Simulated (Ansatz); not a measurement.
`[Cl][SnH2][Br]` + H₂O → `[OH][SnH2][Br]` + HCl  (formal hydrolysis of the Sn–Cl bond)

Calculated with Ansatz (gas phase, PBE0-D4/def2-TZVP geometries, no zero-point term in ΔE). CCSD(T)/CBS is the MP2 limit (def2-TZVPP, def2-QZVPP) plus CCSD(T) − MP2 in def2-TZVPP, frozen cores. This one scheme is used for every species. Functionals use def2-TZVPP. B3LYP here is the variant with VWN-RPA as its local correlation; programs differ in this. Elements past krypton have def2 core potentials. For Br, Sn outer-core shells are correlated without core-valence functions, which leaves a few kJ/mol of doubt a bond. Scalar relativity is left out up to krypton. One conformer a species, not always the lowest.

```json
{"level": "LDA (SPW92)", "ΔE (kJ/mol)": "63.6"}
{"level": "BHLYP-D4", "ΔE (kJ/mol)": "73.2"}
{"level": "CAM-B3LYP-D4", "ΔE (kJ/mol)": "64.0"}
{"level": "B3LYP", "ΔE (kJ/mol)": "65.2"}
{"level": "LC-ωPBE", "ΔE (kJ/mol)": "64.3"}
{"level": "HF/def2-SVP", "ΔE (kJ/mol)": "82.5"}
{"level": "SCS-MP2/def2-TZVPP", "ΔE (kJ/mol)": "62.9"}
{"level": "CCSD(T)/def2-TZVPP", "ΔE (kJ/mol)": "62.8"}
```

Problem. What does CCSD(T)/CBS give? (Estimate.)

Solution. Ansatz gave: +68.4 kJ/mol. The listed levels differ from it by -4.8, 4.8, -4.4, -3.2, -4.1, 14.1, -5.5, -5.6 kJ/mol.

Largest T1 diagnostic among the species: 0.011.

Leaving LDA and LC-ωPBE aside and taking each functional with its dispersion term where it has one, the values, not all of them listed here, spread over 10.8 kJ/mol, from BLYP-D4 to BHLYP-D4. At CCSD(T), def2-SVP lies −4.7 kJ/mol from the extrapolated value and def2-TZVPP −5.6 kJ/mol. In def2-TZVPP, CCSD(T) changes the Hartree–Fock value by −11.6 kJ/mol (the triples alone add −1.4 kJ/mol) and MP2 by −8.7 kJ/mol.
